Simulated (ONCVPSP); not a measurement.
## La, ONCV: configuration errors across variants

ONCVPSP 4.0.1 input, shortened (lines: element, Z, core and valence counts, functional; n l f; lmax; l rc ep ncon nbas qcut; lloc lpopt rc5 dvloc0; l nproj debl; icmod fcfact rcfact), PBE, scalar-relativistic:

```
  La 57.00    9    4        4      upf
    1    0    2.00
    2    0    2.00
    2    1    6.00
    3    0    2.00
    3    1    6.00
    3    2   10.00
    4    0    2.00
    4    1    6.00
    4    2   10.00
    5    0    2.00
    5    1    6.00
    5    2    1.00
    6    0    1.00
    3
    0    2.15    0.00    3    7    5.60
    1    2.70    0.00    4    7    5.00
    2    4.00    0.00    3    8    3.90
    3    3.95    0.44    3    7    2.50
    4    3    1.35    1.00
    0    3    3.60
    1    3    1.80
    2    1    0.90
    3    2    1.70
    0    0.00    0.00
```

In the f channel the program set the typed energies aside and used -0.374, 1.326 Ha.

All-electron excitation energies from the reference (eV): (1) 5s2 5p6 5d1 6s2 -5.966; (2) 5s2 5p6 5d1 6s0 10.888; (3) 5s2 5p6 5d0 6s0 29.838; (4) 5s2 5p6 5d1 6s0 6p1 2.959.

2 further variants failed, have other tests or too few solved ones, and are left out.

Errors AE − PS in meV (a dash: test not solved or not reliable):

```tsv
change	(1)	(2)	(3)	(4)	bound ghosts	GHOST(+) flags above zero
base	0.0	-5.0	+60	-0.4	none	s, p, f
d: nproj 2	+0.2	-4.3	+60	-0.2	none	s, p, f
p: qcut 6.3	0.0	-5.1	+59	-0.4	none	s, p, f
p: nbas 9	0.0	-5.0	+60	-0.3	none	s, f
s: debl 1.15	0.0	-5.0	+60	-0.4	none	s, p, f
p: rc 3.32	+0.2	-4.1	+67	-0.1	none	s, f
```

**Question.** Give the same row for: local potential polynomial inside 2.00 bohr (lpopt 4, dvloc0 1 Ha).

**Answer.** 0.0, -5.0, +60, -0.2; bound ghosts: none; GHOST(+) flags above zero: s, f.
